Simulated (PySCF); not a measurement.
PySCF input file for CH6CdOSi, SMILES [CH3][Cd][O][SiH3], TDDFT-M06-2X/def2-SVPD. Geometry: PBE0-D3(BJ)/def2-SVP. The structure was generated by enumeration; whether it is a known compound was not checked. The def2 effective core potentials stand for the cores of Cd; spin–orbit coupling is left out. Other conformers were not sampled.

```python
import numpy as np
from pyscf import gto, scf, dft, tdscf

mol = gto.M(
    atom='''
    Cd   -0.35713675    0.26577306    0.50703181
    C    -1.71411841    1.37532658    1.63391360
    H    -2.14328700    0.75184423    2.43092774
    H    -2.52751257    1.73839328    0.99009526
    H    -1.20929873    2.23886591    2.08940218
    O     0.95461666   -0.81845353   -0.48878868
    Si    1.47814162   -1.11081190   -2.01124086
    H     0.38672896   -1.63622079   -2.90236707
    H     2.57723927   -2.12762764   -1.99987063
    H     2.01248833    0.12467310   -2.68151428
    ''',
    basis='def2-SVPD',
    ecp={'Cd': 'def2-svp'},
    charge=0,
    spin=0,
    max_memory=1600,
    verbose=4,
)
mf = dft.RKS(mol, xc='m06-2x').density_fit(auxbasis='def2-universal-jkfit')
mf.grids.level = 4
mf.conv_tol = 1e-9
mf.max_cycle = 100
mf.kernel()
mf.grids = dft.Grids(mol).set(level=2).build(with_non0tab=True)  # coarser grid for the response kernel
td = tdscf.TDDFT(mf)
td.singlet = True
td.nstates = 10
td.conv_tol = 1e-4
td.positive_eig_threshold = 1e-6
td.kernel(x0=td.get_init_guess(mf, 15))
td.analyze()
tt = tdscf.TDA(mf)
tt.singlet = False
tt.nstates = 4
tt.conv_tol = 1e-4
tt.positive_eig_threshold = 1e-6
tt.kernel(x0=tt.get_init_guess(mf, 9))
tt.analyze(verbose=3)
```

Output:

```
PySCF version 2.14.0

[INPUT] verbose = 4
[INPUT] num. atoms = 10
[INPUT] num. electrons = 54
[INPUT] charge = 0
[INPUT] spin (= nelec alpha-beta = 2S) = 0
[INPUT] symmetry False subgroup None
[INPUT] Mole.unit = angstrom
[INPUT] Symbol           X                Y                Z      unit          X                Y                Z       unit  Magmom
[INPUT]  1 Cd    -0.357136750000   0.265773060000   0.507031810000 AA   -0.674890646517   0.502238294688   0.958151257343 Bohr   0.0
[INPUT]  2 C     -1.714118410000   1.375326580000   1.633913600000 AA   -3.239214339975   2.598990568035   3.087649215202 Bohr   0.0
[INPUT]  3 H     -2.143287000000   0.751844230000   2.430927740000 AA   -4.050225436341   1.420779683035   4.593787657208 Bohr   0.0
[INPUT]  4 H     -2.527512570000   1.738393280000   0.990095260000 AA   -4.776306533696   3.285087195984   1.871008878630 Bohr   0.0
[INPUT]  5 H     -1.209298730000   2.238865910000   2.089402180000 AA   -2.285243402484   4.230843399525   3.948397884269 Bohr   0.0
[INPUT]  6 O      0.954616660000  -0.818453530000  -0.488788680000 AA    1.803964041347  -1.546653017383  -0.923676737988 Bohr   0.0
[INPUT]  7 Si     1.478141620000  -1.110811900000  -2.011240860000 AA    2.793282835121  -2.099130266908  -3.800694395935 Bohr   0.0
[INPUT]  8 H      0.386728960000  -1.636220790000  -2.902367070000 AA    0.730811818838  -3.092009172419  -5.484678875256 Bohr   0.0
[INPUT]  9 H      2.577239270000  -2.127627640000  -1.999870630000 AA    4.870276377774  -4.020633534655  -3.779207775261 Bohr   0.0
[INPUT] 10 H      2.012488330000   0.124673100000  -2.681514280000 AA    3.803051772583   0.235598014101  -5.067327588310 Bohr   0.0

nuclear repulsion = 225.862586570235
number of shells = 63
number of NR pGTOs = 225
number of NR cGTOs = 149
basis = def2-SVPD
ecp = {'Cd': 'def2-svp'}


[settings echo left out]
init E= -559.522860818673
  HOMO = -0.573468829898891  LUMO = -0.559842266815522  gap/eV = 0.37080
cycle= 1 E= -572.152311576287  delta_E= -12.6  |g|= 2.36  |ddm|= 7.49
  HOMO = 0.0309871000866772  LUMO = 0.0644303880319866  gap/eV = 0.91004
cycle= 2 E= -528.093178266116  delta_E= 44.1  |g|=  8.3  |ddm|=  111
  HOMO = -0.273826384984244  LUMO = -0.131926373054452  gap/eV = 3.86130
cycle= 3 E= -573.569611322164  delta_E= -45.5  |g|= 1.05  |ddm|=  111
  HOMO = -0.360732268798525  LUMO = -0.0453445187521159  gap/eV = 8.58214
cycle= 4 E= -573.704020938761  delta_E= -0.134  |g|= 0.925  |ddm|= 2.51
  HOMO = -0.327145005998143  LUMO = -0.0144194122000901  gap/eV = 8.50970
cycle= 5 E= -573.863990554824  delta_E= -0.16  |g|= 0.114  |ddm|= 0.768
  HOMO = -0.333140829392661  LUMO = -0.00892060391622903  gap/eV = 8.82248
cycle= 6 E= -573.867130065528  delta_E= -0.00314  |g|= 0.0774  |ddm|= 0.23
  HOMO = -0.334296902307064  LUMO = -0.0108875716769113  gap/eV = 8.80042
cycle= 7 E= -573.868640726855  delta_E= -0.00151  |g|= 0.0188  |ddm|= 0.112
  HOMO = -0.335828592446235  LUMO = -0.0103494472298956  gap/eV = 8.85674
cycle= 8 E= -573.868753476041  delta_E= -0.000113  |g|= 0.00404  |ddm|= 0.036
  HOMO = -0.335655856465949  LUMO = -0.0101484870698212  gap/eV = 8.85751
cycle= 9 E= -573.868757873455  delta_E= -4.4e-06  |g|= 0.000862  |ddm|= 0.00679
  HOMO = -0.335573331141136  LUMO = -0.0101832457499684  gap/eV = 8.85432
cycle= 10 E= -573.868758072718  delta_E= -1.99e-07  |g|= 0.000182  |ddm|= 0.00188
  HOMO = -0.335573453767111  LUMO = -0.0101985220561821  gap/eV = 8.85390
cycle= 11 E= -573.868758082832  delta_E= -1.01e-08  |g|= 4.4e-05  |ddm|= 0.000371
  HOMO = -0.335573450774744  LUMO = -0.0101988939402682  gap/eV = 8.85389
cycle= 12 E= -573.86875808352  delta_E= -6.88e-10  |g|= 1.18e-05  |ddm|= 0.000123
  HOMO = -0.33557279580171  LUMO = -0.0101984885341274  gap/eV = 8.85389
Extra cycle  E= -573.868758083566  delta_E= -4.7e-11  |g|= 7.79e-06  |ddm|= 2.84e-05
converged SCF energy = -573.868758083566
tot grids = 80984
Overwritten attributes  positive_eig_threshold  of <class 'pyscf.tdscf.rks.TDDFT'>


******** <class 'pyscf.tdscf.rks.TDDFT'> for <class 'pyscf.df.df_jk.DFRKS'> ********
nstates = 10 singlet
deg_eia_thresh = 1.000e-03
wfnsym = None
conv_tol = 0.0001
eigh lindep = 1e-12
eigh level_shift = 0
eigh max_cycle = 100


Excitation energies (eV)
[5.96371077 6.21690882 6.72269436 6.73633155 6.75491249 6.77283035
 6.96332952 7.22852374 7.24272171 7.83706304]

** Singlet excitation energies and oscillator strengths **
Excited State   1:      5.96371 eV    207.90 nm  f=0.0037
      24 -> 28       -0.13871
      27 -> 28       -0.65511
      27 -> 31        0.16471
Excited State   2:      6.21691 eV    199.43 nm  f=0.0583
      23 -> 28       -0.13743
      25 -> 28        0.18981
      26 -> 28        0.62186
      26 -> 31       -0.14374
Excited State   3:      6.72269 eV    184.43 nm  f=0.0053
      24 -> 29        0.12226
      25 -> 30        0.11485
      26 -> 30       -0.40722
      27 -> 29        0.53052
Excited State   4:      6.73633 eV    184.05 nm  f=0.2568
      25 -> 28       -0.61445
      26 -> 28        0.18158
      26 -> 29        0.10382
      26 -> 31        0.12022
      27 -> 30       -0.20350
Excited State   5:      6.75491 eV    183.55 nm  f=0.0921
      25 -> 28        0.14921
      25 -> 29       -0.18275
      26 -> 29        0.61106
      27 -> 30       -0.19028
Excited State   6:      6.77283 eV    183.06 nm  f=0.0362
      25 -> 30        0.11585
      26 -> 30       -0.52910
      27 -> 29       -0.41297
Excited State   7:      6.96333 eV    178.05 nm  f=0.1241
      24 -> 30        0.10071
      25 -> 28       -0.12584
      25 -> 29       -0.23606
      26 -> 28        0.10027
      26 -> 29        0.17557
      27 -> 30        0.59771
Excited State   8:      7.22852 eV    171.52 nm  f=0.0601
      23 -> 30        0.12540
      25 -> 30       -0.66578
      26 -> 30       -0.13673
Excited State   9:      7.24272 eV    171.18 nm  f=0.0520
      23 -> 29       -0.10104
      25 -> 29        0.61291
      26 -> 29        0.22837
      27 -> 30        0.15090
Excited State  10:      7.83706 eV    158.20 nm  f=0.0001
      24 -> 28        0.27774
      27 -> 31        0.37887
      27 -> 32       -0.34006
      27 -> 33       -0.34254
      27 -> 35       -0.10981

** Transition electric dipole moments (AU) **
state          X           Y           Z        Dip. S.      Osc.
  1        -0.1078     -0.1170     -0.0153      0.0255      0.0037
  2        -0.4269      0.3596      0.2672      0.3830      0.0583
  3         0.1321      0.1194     -0.0169      0.0320      0.0053
  4        -0.7018      0.5457      0.8749      1.5558      0.2568
  5         0.5502     -0.5037      0.0184      0.5567      0.0921
  6         0.3157      0.3418      0.0394      0.2180      0.0362
  7        -0.2259      0.1052      0.8157      0.7275      0.1241
  8        -0.3497     -0.4622     -0.0596      0.3395      0.0601
  9        -0.4365      0.3200      0.0110      0.2930      0.0520
 10        -0.0099     -0.0134     -0.0034      0.0003      0.0001

WARN: ECP detected. Skipping calculation of transition velocity and magnetic dipole moments, which have not yet been implemented.

Overwritten attributes  positive_eig_threshold  of <class 'pyscf.tdscf.rks.TDA'>


******** <class 'pyscf.tdscf.rks.TDA'> for <class 'pyscf.df.df_jk.DFRKS'> ********
nstates = 4 triplet
deg_eia_thresh = 1.000e-03
wfnsym = None
conv_tol = 0.0001
eigh lindep = 1e-12
eigh level_shift = 0
eigh max_cycle = 100


Excitation energies (eV)
[5.48716979 5.71011739 5.93049206 6.46511058]

** Triplet excitation energies and oscillator strengths **
Excited State   1:      5.48717 eV    225.95 nm  f=0.0000
Excited State   2:      5.71012 eV    217.13 nm  f=0.0000
Excited State   3:      5.93049 eV    209.06 nm  f=0.0000
Excited State   4:      6.46511 eV    191.77 nm  f=0.0000
```

The run converged.

Cost: about 15 core-minutes (a rough figure).
